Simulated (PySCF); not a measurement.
A structure optimised at B3LYP-D3(BJ)/def2-SVP, used in a PySCF frequency run:

```
Si
F 1 1.6233
N 1 1.6954 2 114.11
H 3 1.0140 1 122.52 2 76.71
H 3 1.0143 4 113.22 1 161.50
C 1 1.8176 2 106.82 3 -121.65
C 6 1.2161 2 146.04 1 179.91
H 7 1.0752 2 156.25 1 179.49
Cl 1 2.0593 2 105.11 6 -119.06
```
Charge 0, spin multiplicity 1.

Question: Write its SMILES and formula.

Answer: C#C[Si@@](N)(F)Cl, C2H3ClFNSi

Question: What are its rotational constants (standard atomic weights)?

Answer: 2.7602, 1.7441, 1.5158 GHz
